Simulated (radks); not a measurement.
Results of a calculation; reference values are marked as such.
Ionisation of As+, [Ar] 3d10 4s2 4p2, to As2+, [Ar] 3d10 4s2 4p1, under several functionals. Scalar-relativistic Kohn-Sham, spin-unpolarised, spherical densities, finite nucleus; a radial shooting solver on a logarithmic mesh with Libxc functionals.

| functional | E(As+) (hartree) | Exc (hartree) | IE (eV) | -e(HOMO) (eV) | <r> HOMO (bohr) | IE error (eV) |
|---|---|---|---|---|---|---|
| Wu-Cohen GGA | -2259.95554 | -82.84259 | 17.976 | 13.378 | 2.300 | -0.613 |
| HCTH/407 | -2261.95321 | -84.97960 | 18.061 | 13.483 | 2.313 | -0.528 |
| LDA (Slater exchange, Perdew-Wang correlation) | -2257.39610 | -80.24022 | 18.157 | 13.539 | 2.302 | -0.432 |
| r2SCAN | -2260.82210 | -83.67811 | 17.988 | 13.460 | 2.295 | -0.601 |
| OLYP | -2261.42078 | -84.39448 | 17.722 | 13.167 | 2.321 | -0.868 |
| LDA (Slater exchange, Perdew-Zunger correlation) | -2257.39332 | -80.23761 | 18.162 | 13.545 | 2.302 | -0.427 |
| exchange-only B88 | -2259.31563 | -82.18528 | 17.059 | 12.481 | 2.338 | -1.530 |
| BP86 | -2261.07424 | -83.97546 | 18.077 | 13.483 | 2.304 | -0.513 |
| revPBE | -2260.62156 | -83.51819 | 17.856 | 13.290 | 2.314 | -0.733 |
| exchange-only r2SCAN | -2259.25578 | -82.08800 | 17.051 | 12.566 | 2.317 | -1.538 |

NIST Atomic Spectra Database: 18.589 eV (measured). Closest: LDA (Slater exchange, Perdew-Zunger correlation). The Delta-SCF values span 1.11 eV, the total energies 4.56 hartree. The highest occupied level is 4p. Spin polarisation and multiplet splitting are left out, so open shells lie too high by an amount that depends on their filling.

Beside tabulated values, note that spin-unpolarised runs miss the spin-polarisation part of the exchange energy of open shells.
